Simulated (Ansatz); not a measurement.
Species: sum formula FeO2H2 (charge 0, quintet). The spin state was set by rule; other spins were not relaxed. SMILES: [Fe]([OH])[OH]
Coordinates optimised at B3LYP-D3(BJ)/def2-TZVP (Ansatz, an electronic-structure program):
```
Fe
O 1 1.7904
H 2 0.9581 1 129.41
O 1 1.7904 3 165.21 2 170.24
H 4 0.9581 1 129.41 3 97.39
```
Charge 0, spin multiplicity 5.

Property: vertical electron affinity (to the quartet state of charge -1; a negative value means that the extra electron is unbound and the number depends on the basis; each state is the SCF solution reached for its spin; the UHF <S^2> is 4.59 for the quartet (pure: 3.75); for the quartet T1 is 0.056), in eV. Valence correlation only, unless marked. UHF or UKS for open shells. No spin-orbit coupling. Frozen are the shells of the preceding noble gas and the d and f shells that filled before the atom's block. No relativistic terms. Anions need diffuse functions: def2-D sets add few. Basis-set limits of correlation are two-point, X^-3; Hartree-Fock from the larger set.

| level | program | vertical electron affinity (eV) |
|---|---|---|
| HF/def2-SVPD | Ansatz | -0.50 |
| HF/def2-QZVPPD | Ansatz | -0.38 |
| SVWN5/def2-TZVPD | Ansatz | 1.32 |
| PBE/def2-TZVPD | Ansatz | 1.08 |
| r2SCAN/def2-TZVPD | Ansatz | 0.94 |
| B3LYP/def2-TZVPD | Ansatz | 1.01 |
| CAM-B3LYP/def2-TZVPD | Ansatz | 0.95 |
| wB97M-V/def2-TZVPD | Ansatz | 0.88 |
| wB97X-V/def2-TZVPD | Ansatz | 0.79 |
| wB97X/def2-TZVPD | Ansatz | 0.98 |
| MP2/def2-SVPD | Ansatz | 0.05 |
| RI-MP2/CBS(def2-TZVPPD,def2-QZVPPD) | Ansatz | 0.13 |
| SCS-MP2/def2-SVPD | Ansatz | -0.01 |
| CCSD/def2-SVPD | Ansatz | 0.35 |
